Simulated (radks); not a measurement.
The numbers below are computed, except where a source is named.
Spherical quantum dot in the effective-mass picture: electrons in a hard-walled sphere of radius 1.5, with a point charge +1 (a donor) at the centre, all in effective atomic units (hartree* = m*/eps^2 hartree, bohr* = eps/m* bohr), one dielectric constant everywhere. Level of theory: non-relativistic Kohn-Sham, exchange-only LDA, spin-polarised, spherical densities (a radial shooting solver with Libxc functionals). Levels are named by radial order and angular momentum (1s, 1p, 1d, 2s, ...), and open shells are averaged over m. Results are scaled to m* = 0.031 and eps = 10.9, for which hartree* = 7.1 meV and bohr* = 18.61 nm.

N = 25, configuration 1s2 1p6 1d10 2s2 1f(up 5, down 0). This is the lowest configuration that the search found. Occupied and some empty levels:

level    occupation  eigenvalue (meV)  <r> (nm)
1s up             1            168.45     16.47
1s down           1            169.51     16.35
1p up             3            179.88     18.23
1p down           3            181.13     18.18
1d up             5            196.54     19.26
1d down           5            197.89     19.24
2s up             1            212.79     12.58
2s down           1            213.37     12.64
1f up             5            218.08     20.01
1f down           0            219.48     20.00
1g up             0            244.16     20.61
1g down           0            245.58     20.60
2p up             0            245.93     14.60
2p down           0            246.64     14.60
2d up             0            281.05     15.89
2d down           0            281.88     15.88

Energy (meV): total 2945.01, kinetic 1302.6, external -203.93, Hartree 2024.0, exchange-correlation -177.65.
